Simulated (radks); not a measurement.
Coulomb parameter of the 3d shell of the vanadium ion V+ in the model configuration [Ar] 3d3 4p1, as a second difference U = [E(n + 0.25) + E(n - 0.25) - 2 E(n)] / (0.25)^2 with all orbitals relaxed. "Bare": the charge of the atom changes with n. "Screened": the 4p shell takes up the change at fixed total charge, which measures U(3d,3d) + U(4p,4p) - 2 U(3d,4p). Calculated with a radial shooting solver on a logarithmic mesh with Libxc functionals: scalar-relativistic Kohn-Sham, SCAN, spin-unpolarised, spherical densities, finite nucleus; meta-GGA in the generalised Kohn-Sham scheme; Fermi nuclear charge, rms radius 3.6002 fm.

case                 configuration  E - E(n) (eV)
start                 [Ar] 3d3 4p1          0.000
bare +0.25         [Ar] 3d3.25 4p1         -3.036
bare -0.25         [Ar] 3d2.75 4p1          3.838
screened +0.25  [Ar] 3d3.25 4p0.75         -1.471
screened -0.25  [Ar] 3d2.75 4p1.25          1.702

U(bare) = 12.829 eV, U(screened by 4p) = 3.704 eV, against the Slater integral F0(3d,3d) = 18.601 eV with frozen orbitals.
